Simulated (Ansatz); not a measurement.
`[CH3][Sn]([CH3])([Cl])[Cl]` + `CCO` → `CC[O][Sn]([CH3])([Cl])[Cl]` + CH₄ at 600 K and 1 bar (ligand exchange at the Sn–C bond).

Computed with Ansatz on PBE0-D4/def2-TZVP structures; ΔE is electronic, products minus reactants. CCSD(T)/CBS adds triple-zeta CCSD(T) − MP2 to the extrapolated MP2 energy (def2 sets, frozen cores). This one scheme is used for every species. Elements past krypton have def2 core potentials. For Sn outer-core shells are correlated without core-valence functions, which leaves a few kJ/mol of doubt a bond. Each species was taken in one conformer, which may not be the lowest.

| species | CCSD(T)/CBS energy (Eh) | H − E (kJ/mol) | S (J/(mol·K)) |
| --- | --- | --- | --- |
| `[CH3][Sn]([CH3])([Cl])[Cl]` | -1213.41687 | 268.5 | 511.5 |
| `CCO` | -154.88256 | 250.6 | 328.9 |
| `CC[O][Sn]([CH3])([Cl])[Cl]` | -1327.85357 | 377.3 | 602.8 |
| CH₄ | -40.46206 | 140.4 | 215.7 |

H − E and S are ideal-gas, rigid-rotor, harmonic terms from PBE0-D4/def2-TZVP, for one conformer and one mirror image of each species. 1 Eh = 2625.50 kJ/mol, R = 8.31446 J/(mol·K).

Problem. By hand: ΔE, ΔH, ΔS and ΔG.

Solution. ΔE = (-1327.85357) + (-40.46206) − (-1213.41687) − (-154.88256) = -0.01620 Eh = -42.5 kJ/mol. Δ(H − E) = 377.3 + 140.4 − 268.5 − 250.6 = -1.4, so ΔH = -43.9 kJ/mol. ΔS = 602.8 + 215.7 − 511.5 − 328.9 = -21.9 J/(mol·K). ΔG = -43.9 − 600 × (-21.9)/1000 = -30.8 kJ/mol.

Problem. By hand: the equilibrium constant, and the temperature at which ΔG would vanish if ΔH and ΔS stayed fixed.

Solution. log₁₀ K = −ΔG/(RT ln 10) = 2.7. ΔG = 0 at ΔH/ΔS = 2005 K.

ΔH outweighs TΔS. A doubt of 5 kJ/mol in ΔE shifts log₁₀ K by 0.4 here. Other conformers and mirror images would add mixing entropy, several J/(mol·K) or more a flexible species. Modes under 60 cm⁻¹, often nearly free rotors, make the harmonic entropy too high. These are equilibria of isolated gas molecules and say nothing of rates. Largest T1 diagnostic: 0.012 (customary marks: 0.02 for closed shells, 0.045 for open ones).
